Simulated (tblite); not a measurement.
Compound: C2H9AsSi.
Z-matrix (Å and degrees, GFN2-xTB geometry), rows numbered from 1:
```
Si
C   1  1.9011
C   2  1.5254  1  112.67
As  3  1.9921  2  111.16  1  -179.91
H   1  1.4650  2  108.87  3   -59.10
H   1  1.4632  2  109.19  3  -179.57
H   1  1.4650  2  109.06  3    60.30
H   2  1.0946  1  109.71  3   121.90
H   2  1.0946  1  109.77  3  -121.78
H   3  1.0924  2  110.42  1   -57.58
H   3  1.0944  2  109.84  1    60.59
H   4  1.5048  3   94.08  2    73.70
H   4  1.5037  3   94.40  2   163.21
```

Level: GFN2-xTB in tblite, geometry and Hessian alike; calculated harmonic values, unscaled, isolated species. This tight-binding method is rough: wavenumbers can miss measured ones by several per cent, in bad cases by 10 to 20. Modes of hydrogen on arsenic and silicon can be 10 to 20 % off. One conformer, not necessarily the lowest.

Harmonic wavenumbers (cm⁻¹): 77.1, 117.3, 151.9, 162.6, 203.2, 510.4, 520.5, 601.5, 659.2, 700.9, 735.5, 774.8, 780.8, 789.4, 802.1, 870.3, 1013.0, 1059.1, 1062.2, 1175.4, 1255.8, 1280.4, 1462.1, 1474.4, 1907.6, 1918.2, 2253.6, 2256.5, 2269.5, 2920.2, 2927.7, 2943.5, 2946.6.

A = 18703, B = 947.1, C = 928.7 MHz; mass 135.969 u (most abundant isotopes); point group C1, symmetry number 1.

**Question.** What is the zero-point energy?

**Answer.** Half the sum of the wavenumbers: 20292 cm⁻¹ = 58.02 kcal/mol.

**Question.** Give the ideal-gas entropy at 273.15 K and 1 bar in the rigid-rotor, harmonic-oscillator model (classical rotation).

**Answer.** Translation 40.22, rotation 27.11, vibration 16.69: S = 84.0 cal/(mol K).

**Question.** And Cp and H(273.15 K) − H(0)?

**Answer.** Cp = 26.61 cal/(mol K), of which vibrations give 18.66 (their classical limit is 33 R = 65.6); H(273.15 K) − H(0) = 4.67 kcal/mol without the zero-point energy, 2.50 from vibrations.

**Question.** Which modes carry the vibrational entropy at 273.15 K?

**Answer.** 77.1 cm⁻¹: 3.79; 117.3 cm⁻¹: 2.98; 151.9 cm⁻¹: 2.48; 162.6 cm⁻¹: 2.35; 203.2 cm⁻¹: 1.94; 510.4 cm⁻¹: 0.53 cal/(mol K); the other 27 give 2.61 together.

**Question.** How do the functions run with temperature in this model?

**Answer.** 
```csv
T (K),S (cal/(mol K)),Cp (cal/(mol K)),H − H(0) (kcal/mol),G − H(0) (kcal/mol),ln q(vib)
50,55.2,11.2,0.45,-2.31,0.17
100,64.3,15.2,1.12,-5.32,0.88
298.15,86.4,28.4,5.36,-20.41,4.21
373.15,93.4,33.5,7.69,-27.16,5.49
500,104.2,40.7,12.41,-39.70,7.65
750,122.8,50.7,23.93,-68.15,11.80
1000,138.3,57.2,37.47,-100.83,15.67
```

q(vib) and H(0) count from the zero-point level.

**Question.** What must be added to the electronic energy to get the Gibbs energy at 273.15 K and 1 bar?

**Answer.** ZPE + [H(273.15 K) − H(0)] − T·S = 58.02 + 4.67 − 22.95 = 39.74 kcal/mol.

**Question.** Blend soft modes into free rotors: weight 1/[1 + (100 cm⁻¹/ν̃)⁴] for the oscillator and the rest for a rotor with moment μB/(μ + B), μ = h/(8π²ν), B = 10⁻⁴⁴ kg m². What vibrational entropy results?

**Answer.** 15.98 cal/(mol K) in place of 16.69, which changes −T·S at 273.15 K by +0.19 kcal/mol.

Hindered rotation and anharmonicity are outside this model. Other conformers, if any are populated, would add a mixing term that is left out. The structure is chiral; the term R ln 2 for an equal mix with its mirror image is left out.

Time: 0.23 s wall. Hardware: one thread, Arm Neoverse V2 (aarch64), no GPU, shared host with 96 logical CPUs at a one-minute load of 33. The figure is for the frequency step alone.
